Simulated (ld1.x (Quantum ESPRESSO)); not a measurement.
Building the TM potential for Ba (Z = 56) (Wu–Cohen, scalar-relativistic).

ld1.x (Quantum ESPRESSO) 7.5 was run on this input:

```
&input
   title='Ba', zed=56., rel=1, dft='WC', iswitch=3,
   config='[Xe] 5d0 6s2 6p0',
   nld=3, rlderiv=3.85, eminld=-4.0, emaxld=5.0, deld=0.02
 /
 &inputp
   pseudotype=2, tm=.true., lloc=-1, rcloc=3.00,
   nlcc=.false.,
   file_pseudopw='Ba.UPF', file_wfcaegen='ae.wfc', file_wfcncgen='nc.wfc', file_beta='beta', file_chi='chi'
 /
3
5S  1  0   2.00   0.00  2.60  2.60  0.0
5P  2  1   6.00   0.00  3.30  3.30  0.0
5D  3  2   0.00   0.00  3.55  3.55  0.0
 &test
   configts(1)='5s2 5p6 5d0 6s2 6p0'
 /
```

Command:

```bash
ld1.x < Ba.in > Ba.out
```

Output (shortened: banner, matrices, multipoles, cross overlaps and the repeated all-electron block are left out):

```
Program LD1 v.7.5
     --------------------------- All-electron run ----------------------------

     Ba
     scalar relativistic calculation

     atomic number is 56.00
     dft =WC   lsd =0 sic =0 latt =0  beta=0.20 tr2=1.0E-14
     Exchange-correlation= WC
                           (   1   4  11   4   0   0   0)
     mesh =1251 r(mesh) =  99.44933 a.u. xmin = -7.00 dx = 0.01250
     1 Ry =  13.60569312 eV, c = 137.03599908

     n l     nl                  e(Ry)          e(Ha)          e(eV)
     1 0     1S 1( 2.00)     -2738.2628     -1369.1314    -37255.9630
     2 0     2S 1( 2.00)      -432.8049      -216.4024     -5888.6101
     2 1     2P 1( 6.00)      -388.1611      -194.0806     -5281.2012
     3 0     3S 1( 2.00)       -91.3464       -45.6732     -1242.8315
     3 1     3P 1( 6.00)       -77.0332       -38.5166     -1048.0900
     4 0     4S 1( 2.00)       -17.9115        -8.9557      -243.6979
     4 1     4P 1( 6.00)       -13.2935        -6.6467      -180.8671
     3 2     3D 1(10.00)       -56.2235       -28.1117      -764.9595
     5 0     5S 1( 2.00)        -2.4772        -1.2386       -33.7039
     5 1     5P 1( 6.00)        -1.3771        -0.6885       -18.7359
     4 2     4D 1(10.00)        -6.5880        -3.2940       -89.6340
     5 2     5D 1( 0.00)        -0.1486        -0.0743        -2.0212
     6 0     6S 1( 2.00)        -0.2387        -0.1193        -3.2477
     6 1     6P 1( 0.00)        -0.0897        -0.0449        -1.2208

     final scf error:  9.2E-16 reached in  24 iterations

     Etot =  -16269.456483 Ry,   -8134.728241 Ha, -221357.232180 eV

     Ekin =   17175.426435 Ry,    8587.713217 Ha,  233683.581327 eV
     Encl =  -39369.732594 Ry,  -19684.866297 Ha, -535652.500006 eV
     Eh   =    6318.094621 Ry,    3159.047311 Ha,   85962.056540 eV
     Exc  =    -393.244945 Ry,    -196.622472 Ha,   -5350.370041 eV

     normalization and overlap integrals

     s(1S/1S) =  1.000000  <r> =   0.0256  <r2> =    0.0009  r(max) =   0.0164
     s(2S/2S) =  1.000000  <r> =   0.1098  <r2> =    0.0142  r(max) =   0.0930
     s(2P/2P) =  1.000000  <r> =   0.0962  <r2> =    0.0113  r(max) =   0.0742
     s(3S/3S) =  1.000000  <r> =   0.2921  <r2> =    0.0975  r(max) =   0.2657
     s(3P/3P) =  1.000000  <r> =   0.2900  <r2> =    0.0975  r(max) =   0.2591
     s(4S/4S) =  1.000000  <r> =   0.6740  <r2> =    0.5126  r(max) =   0.6217
     s(4P/4P) =  1.000000  <r> =   0.7157  <r2> =    0.5825  r(max) =   0.6535
     s(3D/3D) =  1.000000  <r> =   0.2666  <r2> =    0.0839  r(max) =   0.2148
     s(5S/5S) =  1.000000  <r> =   1.6371  <r2> =    3.0142  r(max) =   1.4728
     s(5P/5P) =  1.000000  <r> =   1.9197  <r2> =    4.1866  r(max) =   1.6689
     s(4D/4D) =  1.000000  <r> =   0.8007  <r2> =    0.7449  r(max) =   0.6957
     s(5D/5D) =  1.000000  <r> =   3.5496  <r2> =   15.4132  r(max) =   2.4897
     s(6S/6S) =  1.000000  <r> =   4.7558  <r2> =   25.5333  r(max) =   4.1564
     s(6P/6P) =  1.000000  <r> =   6.3676  <r2> =   46.3340  r(max) =   5.3369

     ------------------------ End of All-electron run ------------------------

     --------------------- Generating NC pseudopotential ---------------------

      Generating local potential from pseudized AE potential:
      Matching radius rcloc =   3.0000

      Local pseudo, rcloc= 3.003 Estimated cut-off energy=     2.80 Ry

      Wfc   5S  rcut= 2.585  Using Troullier-Martins method

      Wfc   5P  rcut= 3.319  Using Troullier-Martins method

      Wfc   5D  rcut= 3.577  Using Troullier-Martins method

     ------------------- End of pseudopotential generation -------------------

     Computing logarithmic derivative in   3.83212
     Computing logarithmic derivative in   3.83212
     Computing the partial wave expansion
     R is outside the sphere for l=    0 j= 0.00
     R is outside the sphere for l=    1 j= 0.00
     R is outside the sphere for l=    2 j= 0.00

     ---------------------- Testing the pseudopotential ----------------------

     Ba
     scalar relativistic calculation

     atomic number is 56.00   valence charge is 10.00
     dft =WC   lsd =0 sic =0 latt =0  beta=0.20 tr2=1.0E-14
     mesh =1251 r(mesh) =  99.44933 xmin = -7.00 dx = 0.01250

     n l     nl             e AE (Ry)        e PS (Ry)    De AE-PS (Ry)
     1 0     5S   1( 2.00)       -2.47719       -2.47719       -0.00000
     2 1     5P   1( 6.00)       -1.37706       -1.37706       -0.00000
     3 2     5D   1( 0.00)       -0.14856       -0.14856       -0.00000
     2 0     6S   1( 2.00)       -0.23870       -0.22518       -0.01352  !
     3 1     6P   1( 0.00)       -0.08973       -0.08171       -0.00801  !

     eps = 3.4E-15  iter = 16

     Etot =  -16269.456483 Ry,   -8134.728241 Ha, -221357.232180 eV
     Etotps =   -51.233567 Ry,     -25.616783 Ha,    -697.068184 eV

     Ekin =      11.651546 Ry,       5.825773 Ha,     158.527357 eV
     Encl =     -96.375597 Ry,     -48.187798 Ha,   -1311.256796 eV
     Ehrt =      39.666068 Ry,      19.833034 Ha,     539.684344 eV
     Ecxc =      -6.919745 Ry,      -3.459872 Ha,     -94.147921 eV
     Epseu=       0.744161 Ry,       0.372081 Ha,      10.124833 eV

     ---------------------- End of pseudopotential test ----------------------
```

Generation and configuration tests took about 1.4 s on one core of a shared server CPU.

Transferability test of the new file with ld1.x, input:

```
&input
   title='Ba', zed=56., rel=1, dft='WC', iswitch=2,
   config='[Xe] 5d0 6s2 6p0'
 /
 &test
   file_pseudo='Ba.UPF', nconf=8,
   configts(1)='5s2 5p6 5d0 6s2 6p0',
   configts(2)='5s2 5p6 5d0 6s1 6p0',
   configts(3)='5s2 5p6 5d0 6s0 6p0',
   configts(4)='5s2 5p6 5d0 6s1.5 6p0',
   configts(5)='5s2 5p6 5d0 6s0 6p2',
   configts(6)='5s1 5p6 5d0 6s2 6p0',
   configts(7)='5s2 5p5 5d0 6s2 6p0',
   configts(8)='5s2 5p6 5d1 6s0 6p0'
 /
```

```bash
ld1.x < Ba.test.in > Ba.test.out
```

Pseudopotential blocks of its output, shortened (energy terms left out):

```
     ---------------------- Testing the pseudopotential ----------------------

     n l     nl             e AE (Ry)        e PS (Ry)    De AE-PS (Ry)
     1 0     5S   1( 2.00)       -2.47719       -2.47719       -0.00000
     2 1     5P   1( 6.00)       -1.37706       -1.37706       -0.00000
     3 2     5D   1( 0.00)       -0.14856       -0.14856       -0.00000
     2 0     6S   1( 2.00)       -0.23870       -0.22518       -0.01352  !
     3 1     6P   1( 0.00)       -0.08973       -0.08171       -0.00801  !

     eps = 3.8E-15  iter = 16

     Etot =  -16269.456483 Ry,   -8134.728241 Ha, -221357.232181 eV
     Etotps =   -51.233567 Ry,     -25.616783 Ha,    -697.068184 eV

     ---------------------- End of pseudopotential test ----------------------

          ---------------------- Testing the pseudopotential ----------------------

     n l     nl             e AE (Ry)        e PS (Ry)    De AE-PS (Ry)
     1 0     5S   1( 2.00)       -2.89597       -2.88436       -0.01161  !
     2 1     5P   1( 6.00)       -1.79272       -1.78143       -0.01129  !
     3 2     5D   1( 0.00)       -0.51853       -0.51062       -0.00791  !
     2 0     6S   1( 1.00)       -0.55310       -0.52990       -0.02321  !
     3 1     6P   1( 0.00)       -0.36057       -0.34291       -0.01766  !

     eps = 1.8E-15  iter = 19

     Etot =  -16269.062305 Ry,   -8134.531153 Ha, -221351.869121 eV
     Etotps =   -50.857438 Ry,     -25.428719 Ha,    -691.950691 eV
     dEtot_ae =       0.394178 Ry
     dEtot_ps =       0.376129 Ry,   Delta E=       0.018049 Ry

     ---------------------- End of pseudopotential test ----------------------

          ---------------------- Testing the pseudopotential ----------------------

     n l     nl             e AE (Ry)        e PS (Ry)    De AE-PS (Ry)
     1 0     5S   1( 2.00)       -3.38420       -3.35676       -0.02745  !
     2 1     5P   1( 6.00)       -2.27369       -2.24735       -0.02633  !
     3 2     5D   1( 0.00)       -0.94483       -0.92503       -0.01979  !
     2 0     6S   1( 0.00)       -0.89869       -0.85772       -0.04097  !
     3 1     6P   1( 0.00)       -0.65348       -0.61396       -0.03952  !

     eps = 1.3E-15  iter =  8

     Etot =  -16268.339518 Ry,   -8134.169759 Ha, -221342.035106 eV
     Etotps =   -50.166016 Ry,     -25.083008 Ha,    -682.543416 eV
     dEtot_ae =       1.116964 Ry
     dEtot_ps =       1.067551 Ry,   Delta E=       0.049414 Ry

     ---------------------- End of pseudopotential test ----------------------

          ---------------------- Testing the pseudopotential ----------------------

     n l     nl             e AE (Ry)        e PS (Ry)    De AE-PS (Ry)
     1 0     5S   1( 2.00)       -2.67690       -2.67142       -0.00548  !
     2 1     5P   1( 6.00)       -1.57553       -1.57017       -0.00537  !
     3 2     5D   1( 0.00)       -0.32627       -0.32255       -0.00372
     2 0     6S   1( 1.50)       -0.39339       -0.37542       -0.01797  !
     3 1     6P   1( 0.00)       -0.22221       -0.20974       -0.01247  !

     eps = 8.5E-15  iter = 21

     Etot =  -16269.298817 Ry,   -8134.649409 Ha, -221355.087031 eV
     Etotps =   -51.083751 Ry,     -25.541876 Ha,    -695.029844 eV
     dEtot_ae =       0.157666 Ry
     dEtot_ps =       0.149815 Ry,   Delta E=       0.007850 Ry

     ---------------------- End of pseudopotential test ----------------------

          ---------------------- Testing the pseudopotential ----------------------

     n l     nl             e AE (Ry)        e PS (Ry)    De AE-PS (Ry)
     1 0     5S   1( 2.00)       -2.64499       -2.65154        0.00655  !
     2 1     5P   1( 6.00)       -1.53954       -1.54577        0.00624  !
     3 2     5D   1( 0.00)       -0.26049       -0.26547        0.00497
     2 0     6S   1( 0.00)       -0.31214       -0.29844       -0.01370  !
     3 1     6P   1( 2.00)       -0.15615       -0.14792       -0.00824  !

     eps = 4.2E-15  iter = 20

     Etot =  -16269.152049 Ry,   -8134.576025 Ha, -221353.090155 eV
     Etotps =   -50.940363 Ry,     -25.470181 Ha,    -693.078942 eV
     dEtot_ae =       0.304433 Ry
     dEtot_ps =       0.293204 Ry,   Delta E=       0.011229 Ry

     ---------------------- End of pseudopotential test ----------------------

          ---------------------- Testing the pseudopotential ----------------------

     n l     nl             e AE (Ry)        e PS (Ry)    De AE-PS (Ry)
     1 0     5S   1( 1.00)       -3.24976       -3.28753        0.03777  !
     2 1     5P   1( 6.00)       -2.10233       -2.12883        0.02650  !
     3 2     5D   1( 0.00)       -0.71339       -0.71931        0.00592  !
     2 0     6S   1( 2.00)       -0.66932       -0.64460       -0.02472  !
     3 1     6P   1( 0.00)       -0.43882       -0.41321       -0.02561  !

     eps = 1.0E-14  iter = 18

     Etot =  -16266.601970 Ry,   -8133.300985 Ha, -221318.394563 eV
     Etotps =   -48.360254 Ry,     -24.180127 Ha,    -657.974775 eV
     dEtot_ae =       2.854512 Ry
     dEtot_ps =       2.873313 Ry,   Delta E=      -0.018800 Ry

     ---------------------- End of pseudopotential test ----------------------

          ---------------------- Testing the pseudopotential ----------------------

     n l     nl             e AE (Ry)        e PS (Ry)    De AE-PS (Ry)
     1 0     5S   1( 2.00)       -3.20190       -3.22720        0.02530  !
     2 1     5P   1( 5.00)       -2.06374       -2.08258        0.01885  !
     3 2     5D   1( 0.00)       -0.69540       -0.70062        0.00522  !
     2 0     6S   1( 2.00)       -0.66482       -0.64040       -0.02442  !
     3 1     6P   1( 0.00)       -0.43728       -0.41278       -0.02450  !

     eps = 2.8E-15  iter = 14

     Etot =  -16267.744755 Ry,   -8133.872378 Ha, -221333.942946 eV
     Etotps =   -49.512030 Ry,     -24.756015 Ha,    -673.645487 eV
     dEtot_ae =       1.711727 Ry
     dEtot_ps =       1.721537 Ry,   Delta E=      -0.009809 Ry

     ---------------------- End of pseudopotential test ----------------------

          ---------------------- Testing the pseudopotential ----------------------

     n l     nl             e AE (Ry)        e PS (Ry)    De AE-PS (Ry)
     1 0     5S   1( 2.00)       -2.75929       -2.73546       -0.02383  !
     2 1     5P   1( 6.00)       -1.66647       -1.64281       -0.02366  !
     3 2     5D   1( 1.00)       -0.42845       -0.41265       -0.01580  !
     2 0     6S   1( 0.00)       -0.48491       -0.45780       -0.02711  !
     3 1     6P   1( 0.00)       -0.30866       -0.28886       -0.01980  !

     eps = 7.0E-15  iter = 12

     Etot =  -16269.017912 Ry,   -8134.508956 Ha, -221351.265124 eV
     Etotps =   -50.826214 Ry,     -25.413107 Ha,    -691.525867 eV
     dEtot_ae =       0.438571 Ry
     dEtot_ps =       0.407353 Ry,   Delta E=       0.031218 Ry

     ---------------------- End of pseudopotential test ----------------------
```
